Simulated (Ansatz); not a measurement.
Born–Oppenheimer molecular dynamics of CH₆O₃Si (11 atoms, charge 0, multiplicity 1). It starts from a relaxed structure.

Computed with Ansatz 0.2.0, RKS PBE0-D4/STO-3G.

- ensemble: NVT, Langevin thermostat
- time step: 0.5 fs
- steps asked: 300
- set temperature: 500 K
- friction: 0.05 /fs
- seed: 844853

First frame:

```xyz
11
Properties=species:S:1:pos:R:3
Si -0.079 -0.100 -0.017
O 0.266 -0.243 1.640
H -0.645 -0.330 2.078
O 1.411 0.135 -0.819
C 2.204 -1.077 -0.785
H 1.695 -1.954 -1.240
H 3.126 -0.892 -1.367
H 2.514 -1.372 0.240
O -1.010 1.305 -0.227
H -1.284 1.285 -1.204
H -0.750 -1.284 -0.550
```

(1) What does the run give?

(2) What happens to the structure?

(3) How do temperature and energy run in time?

Results:

(1) All steps were run.

```yaml
steps_done: 300
time_covered: 150 fs
mean_temperature_over_the_second_half: 401 K
spread_of_the_potential_energy_over_the_second_half: 11.6 meV per atom
mean_potential_energy_of_the_second_half_above_the_start: 47.9 meV per atom
```

The mean temperature of the second half is 20 % below the set value. A run of 0.15 ps of so small a system gives no equilibrium averages. Limits of this set-up: minimal basis.

(2) The same pairs are bonded in the first frame and the last. Pairs count as bonded within 1.25 times the sum of covalent radii (0.12 Å more for H–H). Another seed would give other details.

(3) 
```tsv
time (fs)	T (K)	potential energy less start (eV)
0	455	0.000
5	277	0.373
10	342	0.475
15	371	0.395
20	350	0.370
25	311	0.303
30	300	0.268
35	303	0.294
40	472	0.217
45	572	0.340
50	567	0.338
55	421	0.598
60	427	0.481
65	543	0.424
70	555	0.474
75	409	0.605
80	392	0.650
85	457	0.546
90	397	0.445
95	398	0.365
100	355	0.416
105	308	0.347
110	414	0.371
115	357	0.486
120	347	0.502
125	347	0.673
130	435	0.661
135	331	0.681
140	520	0.551
145	417	0.684
150	681	0.393
```

The run took 11 min on 1 thread of Arm Neoverse V1 (shared host), peak memory 0.099 GiB.
